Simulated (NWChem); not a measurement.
ZnGeH₃I; SMILES [GeH3][Zn][I]

```xyz
6

Zn     0.0007     0.4112    -0.0002
I      0.0032    -2.0402    -0.0002
Ge    -0.0041     2.8014     0.0001
H     -1.0465     3.3567     0.9902
H      1.3720     3.3635     0.4067
H     -0.3425     3.3593    -1.3961
```
Atoms are numbered in this order, from 1.

Computed with NWChem. All runs use the structure optimised with PBE0/def2-SVP. Not confirmed as a minimum by frequencies. def2 effective core potentials on I; no spin-orbit coupling. B3LYP is NWChem's, with the RPA form of VWN correlation. Vertical excitations in the gas phase; the lowest state need not have the same character in each row.

| level | lowest excitation, singlet (eV) | oscillator strength of that lowest state | orbital gap (eV) |
|---|---|---|---|
| PBE/def2-SVP, TDA | 4.77 | 0.012 | 4.62 |
| B3LYP/def2-SVP, TDA | 5.07 | 0.013 | 5.98 |
| Hartree-Fock/def2-SVP, CIS | 6.62 | 0.010 | 11.69 |
